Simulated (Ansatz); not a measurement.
C$_{2}$H$_{3}$O$_{3}$Si (`[C]#C[Si](O)(O)O`) radical. Charge 0, multiplicity 2.

```xyz
9

C    -1.226    1.570   -1.931
C    -0.690    0.883   -1.087
Si    0.120   -0.155    0.191
O    -0.777   -1.479    0.465
O     1.593   -0.601   -0.325
O     0.265    0.692    1.567
H    -0.977   -2.055   -0.274
H     2.218    0.084   -0.566
H    -0.527    1.061    1.960
```

(1) List the harmonic frequencies (cm⁻¹, unscaled) at PBE0-D4/def2-TZVP in Ansatz. (Estimate.)

(2) Is this a minimum?

(3) Give the ideal-gas thermochemistry at 298.15 K and 1 bar (rigid rotor, harmonic oscillator; point group C3, symmetry number 3).

(4) Rotational constants (cm⁻¹)?

Answers

(1) Ansatz gave: 92, 94, 155, 156, 258, 305, 305, 360, 360, 361, 614, 807, 807, 825, 853, 1006, 1007, 2160, 3929, 3929, 3931.

(2) Yes, all 21 modes are real.

(3) Zero-point energy 133.5 kJ/mol; H(298) − E = 158.2 kJ/mol; entropy 367.1 J/(mol·K), of which translation 166.7, rotation 104.4, vibration 90.3, electronic 5.8; G(298) − E = 48.7 kJ/mol. Modes under 100 cm⁻¹ are hindered rotations or soft bends, so the harmonic entropy is rough.

(4) 0.1325, 0.07655, 0.07653.
